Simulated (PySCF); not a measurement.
A side-by-side comparison of computed properties.

First species: C6H11AlOS.
SMILES: `C[S@@+]([AlH3-])Cc1ccco1`

Second species: 1,2,4,5-tetrafluorobenzene, C6H2F4.
InChI=1S/C6H2F4/c7-3-1-4(8)6(10)2-5(3)9/h1-2H

Levels: CAM-B3LYP/def2-SVPD for dipole moment, HOMO energy, LUMO energy, HOMO–LUMO gap, static isotropic polarisability and electronic spatial extent ⟨r²⟩ about the centre of nuclear charge; TDDFT CAM-B3LYP/def2-SVPD for lowest singlet excitation; TDA CAM-B3LYP/def2-SVPD for lowest triplet excitation (Tamm–Dancoff); ΔSCF CAM-B3LYP/def2-SVPD for vertical ionisation energy; PBE0-D3(BJ)/def2-SVP for rotational constant A and rotational constant C. Geometries: PBE0-D3(BJ)/def2-SVP. Each structure is a single optimised conformer of the isolated species, non-relativistic unless stated. Electronic properties by PySCF.

The conformers computed, where there is a choice (atom-mapped SMILES and torsion angles):
- `[CH3:1][S@@+:2]([AlH3-:3])[CH2:4][c:5]1[cH:6][cH:7][cH:8][o:9]1`: C1–S2–C4–C5 -62°, S2–C4–C5–C6 93°

| property | column X | column Y |
| --- | --- | --- |
| dipole moment | 0.00 D | 5.17 D |
| HOMO energy | -8.75 eV | -8.13 eV |
| LUMO energy | -0.18 eV | 0.38 eV |
| HOMO–LUMO gap | 8.57 eV | 8.51 eV |
| lowest singlet excitation | 5.23 eV | 5.69 eV |
| lowest triplet excitation (Tamm–Dancoff) | 4.05 eV | 3.83 eV |
| static isotropic polarisability | 68.8 au | 125.0 au |
| vertical ionisation energy | 9.59 eV | 8.76 eV |
| electronic spatial extent ⟨r²⟩ about the centre of nuclear charge | 1365 bohr² | 1751 bohr² |
| rotational constant A | 2.287 GHz | 1.746 GHz |
| rotational constant C | 0.711 GHz | 0.710 GHz |

**Question.** Which column belongs to which species?

**Answer.** Column X is the second species and column Y the first. The first has 20 atoms and 84 electrons, the second 12 and 74.

**Question.** How does each property change from the first species to the second?

**Answer.** dipole moment -5.17 D; HOMO energy -0.62 eV; LUMO energy -0.56 eV; HOMO–LUMO gap +0.06 eV; lowest singlet excitation -0.46 eV; lowest triplet excitation (Tamm–Dancoff) +0.22 eV; static isotropic polarisability -56.2 au; vertical ionisation energy +0.83 eV; electronic spatial extent ⟨r²⟩ about the centre of nuclear charge -386 bohr²; rotational constant A +0.541 GHz; rotational constant C +0.001 GHz.

On the first: S1 lies 2.82 eV below the HOMO–LUMO gap; its leading configuration is HOMO→LUMO, weight 0.91. The dipole equals about 17.2 × 10⁻³⁰ C·m (1 D = 3.33564 × 10⁻³⁰ C·m).

On the second: S1 lies 3.34 eV below the HOMO–LUMO gap; its leading configuration is HOMO→LUMO, weight 0.80. The vertical singlet–triplet gap S1 − T1 is 1.18 eV (TDDFT singlet less Tamm–Dancoff triplet; S1: HOMO→LUMO, weight 0.80; T1: HOMO→LUMO+1, weight 0.52, beside HOMO−1→LUMO, weight 0.44).
